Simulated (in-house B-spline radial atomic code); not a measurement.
The numbers below are computed, except where a source is named.
**Sn in an electron gas of r_s = 1.8: phase shifts, screening and friction**

A nucleus sits in a uniform electron gas with a rigid positive background. The Kohn-Sham equations are solved self-consistently in the spin-unpolarised LDA (PW92), non-relativistic, on B-splines with outgoing waves at the boundary and partial waves to l = 8. The model has no lattice, no bands and no magnetic solution. Atomic units; δ_l are the phase shifts at the Fermi level, counted so that each bound state adds π, and good to about 0.0005.

The density parameter is r_s = 1.8 bohr.

```json
{"l": "0", "δ_l (rad)": "12.7966"}
{"l": "1", "δ_l (rad)": "10.2650"}
{"l": "2", "δ_l (rad)": "6.6187"}
{"l": "3", "δ_l (rad)": "0.2067"}
{"l": "4", "δ_l (rad)": "0.0337"}
{"l": "5", "δ_l (rad)": "0.0071"}
{"l": "6", "δ_l (rad)": "0.0017"}
{"l": "7", "δ_l (rad)": "0.0004"}
{"l": "8", "δ_l (rad)": "0.0002"}
```

Bound levels below the band bottom (hartree): d -17.18, s -4.122, p -2.791, d -0.5952, s -0.06991 and deeper ones.

**Question.** Check the Friedel sum rule, and say where the screening charge sits.

**Answer.** k_F = (9π/4)^(1/3)/r_s = 1.06620. The rule is Z = (2/π) Σ (2l + 1) δ_l. The terms are s 8.147, p 19.605, d 21.068, f 0.921 and 0.263 beyond, in all 50.003 against Z = 50. Bound states hold 10 s, 18 p, 20 d electrons, so the scattering states carry 2.00 in all; where a term is smaller than its bound count, the bound level has drawn weight out of the band.

**Question.** Find the transport cross section and the electronic stopping of a 1 keV Sn ion (mass 118.71 u).

**Answer.** σ_tr = (4π/k_F²) Σ (l + 1) sin²(δ_l − δ_(l+1)). The terms for l = 0 to 3 are 0.3282, 0.4676, 0.0495, 0.1185, all together 0.9676, so σ_tr = 11.054 × 0.9676 = 10.696 bohr². With n = 3/(4π r_s³) = 0.04093, the friction coefficient is Q = n k_F σ_tr = 0.4668. For v well below v_F = 1.066, dE/dx = Q v; with 24801 eV per u at v = 1, v = √(1000/(24801 × 118.71)) = 0.0184, so dE/dx = 0.00860 hartree/bohr = 4.42 eV/nm. The largest term couples the p and d waves.
